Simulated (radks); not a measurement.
Results of a calculation; reference values are marked as such.
Problem. The mean radii <r> (bohr) of the occupied orbitals of an atom or ion are listed with their occupations. Code: a radial shooting solver on a logarithmic mesh with Libxc functionals. Model: scalar-relativistic Kohn-Sham, PBEsol, spin-polarised, spherical densities, finite nucleus; Fermi nuclear charge, rms radius of each element as measured or else 0.836 A^(1/3) + 0.57 fm.

| orbital | occ. | <r> |
|---|---|---|
| 1s down | 1 | 0.03430 |
| 1s up | 1 | 0.03430 |
| 2s up | 1 | 0.1497 |
| 2s down | 1 | 0.1497 |
| 2p up | 3 | 0.1304 |
| 2p down | 3 | 0.1304 |
| 3s up | 1 | 0.4156 |
| 3s down | 1 | 0.4156 |
| 3p up | 3 | 0.4165 |
| 3p down | 3 | 0.4164 |
| 3d up | 5 | 0.3989 |
| 3d down | 5 | 0.3987 |
| 4s up | 1 | 1.045 |
| 4s down | 1 | 1.041 |
| 4p up | 3 | 1.143 |
| 4p down | 3 | 1.139 |
| 4d up | 3 | 1.434 |

Name the element and its charge. Open shells, if any, are filled with parallel spins first.

Solution. Z = 43, technetium, charge +4: Tc4+ in [Kr] 4d3. The 1s radius gives Z: for a bare nucleus <r> = (2 gamma + 1)/(2Z) with gamma = sqrt(1 - (Z/c)^2), 0.03371 bohr for Z = 43, and screening makes it slightly larger (0.03430 here). The occupations add up to 39, and the charge is Z minus that.
